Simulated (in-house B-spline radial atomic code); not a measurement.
**Excitations of Zn XXIX (Zn28+) by several methods**

Full response, energies in eV; labels give the largest channel, * marks a mixed state, a dash one above the method's threshold, and an imaginary frequency an unstable closed-shell reference. Computed with a B-spline radial code for spherical atoms: linear response of the closed shell 1s2 with each method's own kernel (bare exchange for TDHF, static screening on G0W0 levels for BSE, the adiabatic kernel for functionals); non-relativistic, point nucleus, no spin-orbit coupling, no double excitations, S, P, D and F terms only.

Without relativity these are model numbers for so heavy an element.

| method | 1s → 2s 3S | 1s → 2p 3P | 1s → 2s 1S | α (bohr³) |
| --- | --- | --- | --- | --- |
| TDHF | 8829.76 | 8860.10 | 8864.54 | 1.166e-05 |
| PBE | 8761.60 | 8798.16 | 8795.20 | 1.174e-05 |
| BP86 | ? | ? | ? | ? |
| B3LYP (VWN-RPA) | 8710.28 | 8766.57 | 8786.07 | 1.172e-05 |
| PBEsol | 8755.02 | 8792.00 | 8788.53 | 1.175e-05 |
| LDA VWN5 | ? | ? | ? | ? |

Q: What does LDA VWN5 give?

A: 1s → 2s 3S: 8748.60; 1s → 2p 3P: 8784.98; 1s → 2s 1S: 8781.06; α: 1.178e-05 (eV, bohr³).

Q: What does BP86 give?

A: 1s → 2s 3S: 8765.91; 1s → 2p 3P: 8802.67; 1s → 2s 1S: 8798.51; α: 1.173e-05 (eV, bohr³).
